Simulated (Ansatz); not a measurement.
A run for Ansatz (a program for electronic structure): U-CCSD(T)/cc-pV(T+d)Z on BeH4OSi (SMILES [BeH][O][SiH3]), a point of a bond scan (R = 3.999 Å). Files ending in .json are basis or fitting sets from the Basis Set Exchange.

Ansatz 0.2 input:
```yaml
crystal:
  periodic: [false, false, false]
  atoms:
    - {symbol: Be, position_ang: [-1.57329209, -0.93057217, 1.03196074]}
    - {symbol: H, position_ang: [-2.56627019, -1.51789972, 1.68327935]}
    - {symbol: O, position_ang: [-0.52197513, -0.30873830, 0.34237625]}
    - {symbol: Si, position_ang: [0.70038793, 0.41426606, -0.45940157]}
    - {symbol: H, position_ang: [0.94291160, -1.05492633, -4.17118939]}
    - {symbol: H, position_ang: [1.97927429, 0.16602969, 0.24550305]}
    - {symbol: H, position_ang: [0.46032280, 1.87421957, -0.52987566]}
basis:
  gaussian:
    orbitals: cc-pV_T+d_Z.json
correlation: {method: ccsd_t, electrons: outside_noble_gas}
scf: {omitted_lower_state_checks: [cluster_reference]}
magnetization: {spin_polarized: true, initial_magnetization: 0}
```

Output:

```
WARN ansatz: RAYON_NUM_THREADS=1 ignored (pool sized by the plan → 1); use --threads N
Functional definition: HF
these checks for a lower state are left out or cut short: cluster_reference
integrals: 0.63 GiB planned
887 factors; integrals over basis functions are off by at most 1.2e-3 eV
mean field: 0.44 GiB planned
mean field evaluation 1: about -10354.2489 eV, gradient 2.8e1 eV
mean field evaluation 2: about -10354.2487 eV, gradient 2.8e1 eV
mean field evaluation 4: about -10358.7080 eV, gradient 2.7e0 eV
mean field evaluation 8: about -10358.7855 eV, gradient 5.8e-4 eV
mean field evaluation 16: about -10358.7855 eV, gradient 1.4e-4 eV
mean field evaluation 32: about -10361.8470 eV, gradient 2.7e0 eV
mean field -10361.95795692 eV, -380.7949313296 hartree, gradient 3.9e-6 eV, S^2 0.994179; 5 other end points of the search recorded, 0 dependent functions left out
7 core orbitals not correlated
reference -10361.95795692 eV, -380.7949313296 hartree; 8, 8 occupied and 140, 140 virtual orbitals, 887 factors
second order -10.51959859 eV of doubles, -0.00000000 eV of singles
coupled cluster: 1.54 GiB planned
cycle   1  -10.79159953 eV  change   -2.7e-1 eV  update   8.3e-2
cycle   2  -11.11302651 eV  change   -3.2e-1 eV  update   2.7e-2
cycle   3  -11.20418698 eV  change   -9.1e-2 eV  update   1.5e-2
cycle   4  -11.19609034 eV  change    8.1e-3 eV  update   4.6e-3
cycle   5  -11.19653581 eV  change   -4.5e-4 eV  update   2.4e-3
cycle   6  -11.19702541 eV  change   -4.9e-4 eV  update   1.2e-3
cycle   7  -11.19688948 eV  change    1.4e-4 eV  update   9.8e-4
cycle   8  -11.19721748 eV  change   -3.3e-4 eV  update   8.7e-4
cycle   9  -11.19757236 eV  change   -3.5e-4 eV  update   7.7e-4
cycle  10  -11.19728474 eV  change    2.9e-4 eV  update   5.8e-4
cycle  11  -11.19783564 eV  change   -5.5e-4 eV  update   3.5e-4
cycle  12  -11.19780177 eV  change    3.4e-5 eV  update   1.7e-4
cycle  13  -11.19792112 eV  change   -1.2e-4 eV  update   8.0e-5
cycle  14  -11.19793152 eV  change   -1.0e-5 eV  update   3.9e-5
cycle  15  -11.19790476 eV  change    2.7e-5 eV  update   1.5e-5
cycle  16  -11.19790563 eV  change   -8.6e-7 eV  update   5.9e-6
coupled cluster: 1.54 GiB planned
perturbative correction -0.37430053 eV, -0.0137552908 hartree
Total energy: -10373.53016308 eV, -381.2202020620 hartree
Checks for a lower state left out: cluster_reference
```

The calculation finished and met its thresholds. Its determinant has ⟨S²⟩ = 0.99, a mixture of spin states.

Cost: around 40 core-seconds (rough).
